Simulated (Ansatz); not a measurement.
`CO[Si](Cl)(Cl)Cl` → Cl₂ + `CO[Si]Cl` at 500 K and 1 bar (silylene formation by 1,1-elimination).

Calculated with Ansatz (gas phase, PBE0-D4/def2-TZVP geometries, no zero-point term in ΔE). CCSD(T)/CBS is the MP2 limit (def2-TZVPP, def2-QZVPP) plus CCSD(T) − MP2 in def2-TZVPP, frozen cores. This one scheme is used for every species. Each species was taken in one conformer, which may not be the lowest.

```
           species  CCSD(T)/CBS energy (Eh)  H − E (kJ/mol)  S (J/(mol·K))
`CO[Si](Cl)(Cl)Cl`              -1783.64494           177.8          455.7
               Cl₂               -919.51390            19.6          240.8
        `CO[Si]Cl`               -863.93892           150.1          365.4
```

H − E and S are ideal-gas, rigid-rotor, harmonic terms from PBE0-D4/def2-TZVP, for one conformer and one mirror image of each species. 1 Eh = 2625.50 kJ/mol, R = 8.31446 J/(mol·K).

Q: By hand: ΔE, ΔH, ΔS and ΔG.

A: ΔE = (-919.51390) + (-863.93892) − (-1783.64494) = 0.19212 Eh = 504.4 kJ/mol. Δ(H − E) = 19.6 + 150.1 − 177.8 = -8.1, so ΔH = 496.3 kJ/mol. ΔS = 240.8 + 365.4 − 455.7 = 150.5 J/(mol·K). ΔG = 496.3 − 500 × (150.5)/1000 = 421.1 kJ/mol.

Q: By hand: the equilibrium constant, and the temperature at which ΔG would vanish if ΔH and ΔS stayed fixed.

A: log₁₀ K = −ΔG/(RT ln 10) = -44.0. ΔG = 0 at ΔH/ΔS = 3298 K, far beyond where these terms or the molecules hold.

The number of gas molecules changes by +1, which sets the sign of ΔS. A doubt of 5 kJ/mol in ΔE shifts log₁₀ K by 0.5 here. Other conformers and mirror images would add mixing entropy, several J/(mol·K) or more a flexible species. These are equilibria of isolated gas molecules and say nothing of rates. Largest T1 diagnostic: 0.014 (customary marks: 0.02 for closed shells, 0.045 for open ones).
